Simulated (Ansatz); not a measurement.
`[F][AlH][CH2][GeH3]` + H₂ → `[AlH2][CH2][GeH3]` + H–F at 700 K and 1 bar (hydrogenolysis of the Al–F bond).

Calculated with Ansatz (gas phase, PBE0-D4/def2-TZVP geometries, no zero-point term in ΔE). CCSD(T)/CBS adds triple-zeta CCSD(T) − MP2 to the extrapolated MP2 energy (def2 sets, frozen cores). This one scheme is used for every species. For Ge outer-core shells are correlated without core-valence functions, which leaves a few kJ/mol of doubt a bond. Scalar relativity is left out up to krypton. One conformer a species, not always the lowest.

```json
{"species": "`[F][AlH][CH2][GeH3]`", "CCSD(T)/CBS energy (Eh)": "-2459.65666", "H − E (kJ/mol)": "234.7", "S (J/(mol·K))": "488.5"}
{"species": "H₂", "CCSD(T)/CBS energy (Eh)": "-1.17544", "H − E (kJ/mol)": "46.8", "S (J/(mol·K))": "155.3"}
{"species": "`[AlH2][CH2][GeH3]`", "CCSD(T)/CBS energy (Eh)": "-2360.36980", "H − E (kJ/mol)": "240.1", "S (J/(mol·K))": "459.4"}
{"species": "H–F", "CCSD(T)/CBS energy (Eh)": "-100.39570", "H − E (kJ/mol)": "45.2", "S (J/(mol·K))": "198.5"}
```

H − E and S are ideal-gas, rigid-rotor, harmonic terms from PBE0-D4/def2-TZVP, for one conformer and one mirror image of each species. For small species the MP2-based limit differs from directly extrapolated CCSD(T) by up to some mEh (0.8 for H₂); such offsets cancel only in part. 1 Eh = 2625.50 kJ/mol, R = 8.31446 J/(mol·K).

**Question.** By hand: ΔE, ΔH, ΔS and ΔG.

**Answer.** ΔE = (-2360.36980) + (-100.39570) − (-2459.65666) − (-1.17544) = 0.06660 Eh = 174.9 kJ/mol. Δ(H − E) = 240.1 + 45.2 − 234.7 − 46.8 = 3.8, so ΔH = 178.7 kJ/mol. ΔS = 459.4 + 198.5 − 488.5 − 155.3 = 14.1 J/(mol·K). ΔG = 178.7 − 700 × (14.1)/1000 = 168.8 kJ/mol.

**Question.** By hand: the equilibrium constant, and the temperature at which ΔG would vanish if ΔH and ΔS stayed fixed.

**Answer.** log₁₀ K = −ΔG/(RT ln 10) = -12.6. ΔG = 0 at ΔH/ΔS = 12674 K, far beyond where these terms or the molecules hold.

The number of gas molecules stays the same, so ΔS is small and ΔH decides. A doubt of 5 kJ/mol in ΔE shifts log₁₀ K by 0.4 here. Other conformers and mirror images would add mixing entropy, several J/(mol·K) or more a flexible species. Modes under 60 cm⁻¹, often nearly free rotors, make the harmonic entropy too high. These are equilibria of isolated gas molecules and say nothing of rates. Largest T1 diagnostic: 0.012 (customary marks: 0.02 for closed shells, 0.045 for open ones).
